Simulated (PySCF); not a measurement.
## Bond length, frequency and bond energy of InN⁺ by level of theory

State: ⁴Σ⁻ (quartet), unpaired electrons σ ↑, π ↑↑. Set-up: basis In cc-pVDZ-PP with ECP28, N cc-pVDZ; scalar-relativistic core potentials; PySCF 2.14. De refers to In⁺ + N in their high-spin ground configurations, without counterpoise correction. The functionals are run spin-unrestricted. A positive dipole points towards N; it is taken about the centre of mass and depends on that origin. Levels whose curve was spin-contaminated or gave no clean fit are not listed.

| Level | Re (Å) | ωe (cm⁻¹) | De (eV) | μ (D) |
| --- | --- | --- | --- | --- |
| UHF-MP2 | 3.239 | 77.4 | 0.085 | n/a |
| UHF-CCSD | 3.243 | 76.8 | 0.086 | n/a |
| UHF-CCSD(T) | 3.199 | 80.2 | 0.093 | n/a |
| PBE | 2.708 | 135 | 0.256 | -0.20 |
| PBEsol | 2.596 | 163 | 0.316 | -0.10 |
| BP86 | 2.692 | 137 | 0.231 | -0.18 |
| r²SCAN | 2.762 | 126 | 0.189 | -0.22 |
| PBE0 | 2.859 | 114 | 0.169 | -0.43 |
| HSE06 | 2.833 | 119 | 0.180 | -0.38 |
| MN15 | 2.836 | 132 | 0.219 | -0.31 |

Which functional lies closest to UHF-CCSD(T) in De, which farthest, and by how much do they differ from it?

Closest is PBE0 (-34.0 pm in Re, +42.1 % in ωe, +0.08 eV in De against UHF-CCSD(T) in the same basis), farthest PBEsol (-60.3 pm in Re, +103.2 % in ωe, +0.22 eV in De). CCSD(T) converges more slowly with the basis than the functionals do and binds too weakly in this one, so the order can change at the basis-set limit.

What does a quarter of exact exchange do here, going from PBE to PBE0?

PBE0 less PBE: +15.1 pm in Re, -15.6 % in ωe, -0.09 eV in De. Exact exchange removes part of the self-interaction that spreads semilocal densities, and in most molecules shortens and stiffens the bond and lowers De; here Re and ωe go the other way.

What does the step from GGA to meta-GGA do here, going from PBE to r²SCAN?

r²SCAN less PBE: +5.4 pm in Re, -6.7 % in ωe, -0.07 eV in De. 

Correlated steps freeze 5 core orbitals. The bond is weak. Basis-set superposition, not corrected here, can be much of De in a small basis, most of all at correlated wavefunction levels. These are scalar-relativistic numbers at best; spin–orbit coupling would shift them, the dissociation energy most. For an ion De counts to the pair picked by the measured ionisation energies or electron affinities, which need not be the lowest pair at this level. The state is the lowest determinant that a PBE0 search found; another state may lie lower at other levels.
